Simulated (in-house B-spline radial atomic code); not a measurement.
Configurations of Zr, with energies counted from [Kr] 4d2 5s2. Method: scalar-relativistic (X2C) Hartree-Fock with fractional occupations, spin-polarised, spherical fractional occupations, Fermi nucleus of rms radius 4.2694 fm. Calculated with an all-electron radial atomic-structure program (B-spline basis). Shells without spins written out take the highest spin.

Caution: exact exchange at fractional occupations of open shells leaves self-interaction of up to several eV.

Occupations are held fixed; configurations that lie above the ionisation limit could autoionise.

| configuration | E - E(ref) (eV) | highest orbital | its <r> (bohr) |
| --- | --- | --- | --- |
| [Kr] 4d1 5s2 5p1 | 2.2664 | 5p up | 5.169 |
| [Kr] 4d(2 up, 1 down) 5s(0 up, 1 down) | 4.6496 | 4d down | 6.272 |
| [Kr] 4d(1 up, 0 down) 5s2 6d(0 up, 1 down) | 4.8828 | 6d down | 29.9 |
| [Kr] 4d1 4f1 5s2 | 4.934 | 4f up | 29.66 |
| [Ar] 3d10 4s2 4p5 4d2 5s2 5p1 | 39.559 | 5p up | 4.984 |
| [Ar] 3d10 4s2 4p5 4d2 4f1 5s2 | 42.341 | 4f up | 29.67 |

Question: Order these further configurations by energy, lowest first.
A. [Ar] 3d10 4s2 4p5 4d3 5s2
B. [Ar] 3d9 4s2 4p6 4d2 5s2 6d1
C. [Ar] 3d9 4s2 4p6 4d2 5s2 5f1
D. [Kr] 4d1 5s2 6s1
E. [Ar] 3d(5 up, 4 down) 4s2 4p6 4d(1 up, 1 down) 5s2 5f(1 up, 0 down)

Answer: D (3.1485 eV), A (33.606 eV), B (211.11 eV), C (211.3 eV), E (214.71 eV).

Question: How far above the reference does [Kr] 4d1 5s2 6p1 lie?

Answer: 4.3104 eV; its least bound orbital is 6p up with <r> = 14.98 bohr.
